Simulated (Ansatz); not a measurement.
Species: C3H10O3SSn, SMILES `C[O][Sn]([SH])([O]C)[O]C` (charge 0, multiplicity 1).

Q: Give a relaxed geometry from Ansatz (a quantum-chemistry and plane-wave program) with PBE0-D3(BJ)/def2-SVP.

A: One answer among several that fit: the end point of this relaxation, one of several conformers (outside a Z-matrix the atoms follow the SMILES, hydrogens last).
Z-matrix (Å, degrees):
```
Sn
O 1 1.9668
C 2 1.4048 1 121.56
H 3 1.1025 2 107.96 1 167.63
H 3 1.1048 4 107.91 2 122.30
H 3 1.1065 4 107.44 5 116.32
O 1 1.9693 2 105.54 3 -161.96
C 7 1.4065 1 120.69 2 42.71
H 8 1.1024 7 108.01 1 -168.79
H 8 1.1047 9 107.91 7 -122.23
H 8 1.1061 9 107.63 10 -116.27
O 1 1.9755 2 102.81 3 -41.49
C 12 1.4029 1 121.44 2 175.46
H 13 1.1027 12 108.30 1 -165.94
H 13 1.1062 14 107.63 12 121.66
H 13 1.1066 14 107.53 15 115.77
S 1 2.3945 2 118.90 3 82.05
H 17 1.3536 1 89.50 2 106.18
```
